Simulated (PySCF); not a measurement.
An unknown is described by computed data only.

Formula: C6H7FO2.

| Quantity | Value |
| --- | --- |
| UV, first state | lowest singlet excitation: 4.27 eV (290 nm, f = 0.433) [TDDFT B3LYP/def2-SVPD] |
| Rotational structure | rotational constants A, B, C: 1.900, 1.368, 0.799 GHz [GFN2-xTB] |
| Triplet | lowest triplet excitation (Tamm–Dancoff): 2.46 eV [TDA B3LYP/def2-SVPD] |
| Polarisability | 93.2 au [B3LYP/def2-SVPD] |
| 1H NMR | chemical shifts (computed TMS as zero) by class: 7.63 (1 H), 6.03 (1 H), 5.76 (1 H), 5.67 (1 H), 3.79 (3 H) ppm [GIAO PBE0/pcSseg-1] |
| 13C NMR | chemical shifts (computed TMS as zero) by class: 160.9 (1 C), 148.8 (1 C), 140.4 (1 C), 130.7 (1 C), 125.5 (1 C), 56.3 (1 C) ppm [GIAO PBE0/pcSseg-1] |

Electronic properties: PySCF, gas phase, density fitting. Levels stand in brackets. Geometry: GFN2-xTB, one conformer, isolated molecule. Each NMR value is the plain mean over a class of atoms that symmetry, rotation or inversion makes alike.

Question: Propose a structure and show how it fits.

Answer: Numbering: `[CH2:1]=[CH:2]/[CH:3]=[C:4](/[O:5][CH3:6])[C:7](=[O:8])[F:9]`. Its formula, C6H7FO2, gives 3 degrees of unsaturation: 0 rings and 3 π bonds in the structure found. 6 carbons fall into 6 classes; from least to most shielded: acyl halide carbon [C7] (160.9 ppm), vinylic carbon bearing oxygen [C4] (148.8 ppm), alkene CH carbon [C2] (140.4 ppm), terminal =CH2 carbon [C1] (130.7 ppm), alkene CH carbon [C3] (125.5 ppm), methoxy carbon [C6] (56.3 ppm). Hydrogen classes from least to most shielded: 1 H on an alkene CH carbon, C2 (7.63 ppm), 1 H on an alkene CH carbon, C3 (6.03 ppm), 1 H on a terminal =CH2 carbon, C1 (5.76 ppm), 1 H on a terminal =CH2 carbon, C1 (5.67 ppm), 3 H on a methoxy carbon, C6 (3.79 ppm, a mean of values up to 0.9 ppm apart in this geometry). S1 is mainly HOMO→LUMO (weight 0.96); the largest Löwdin shares of the orbital it empties are 0.20 on the terminal =CH2 carbon, 0.19 on the ether oxygen, 0.17 on an alkene CH carbon and 0.16 on the vinylic carbon bearing oxygen, of the orbital it fills 0.17 on the acyl halide carbon, 0.16 on the carbonyl oxygen, 0.16 on an alkene CH carbon and 0.15 on the terminal =CH2 carbon. By its constants the optimised geometry is an asymmetric top. Structure: `O=C(/C(OC)=C\C=C)F`. Computed isomers that give other values at the same levels: `FCOC1=CCC=CO1` (13C chemical shifts (computed TMS as zero) by class: 160.8 (1 C), 146.6 (1 C), 109.8 (1 C), 103.6 (1 C), 77.2 (1 C), 25.7 (1 C) ppm); `C=C/C(=C/C(=O)F)OC` (13C chemical shifts (computed TMS as zero) by class: 176.5 (1 C), 164.8 (1 C), 142.6 (1 C), 133.1 (1 C), 95.0 (1 C), 63.2 (1 C) ppm); `COC1=C[C@@H](F)C=CO1` (13C chemical shifts (computed TMS as zero) by class: 166.4 (1 C), 148.8 (1 C), 111.0 (1 C), 83.8 (1 C), 81.7 (1 C), 54.6 (1 C) ppm). The assignments are read from this structure; whether some other isomer fits the data as well wasn't checked.

The values belong to the conformer `[CH2:1]=[CH:2]/[CH:3]=[C:4](/[O:5][CH3:6])[C:7](=[O:8])[F:9]`: C1–C2–C3–C4 177°, C3–C4–O5–C6 -2°, C3–C4–C7–O8 178°.
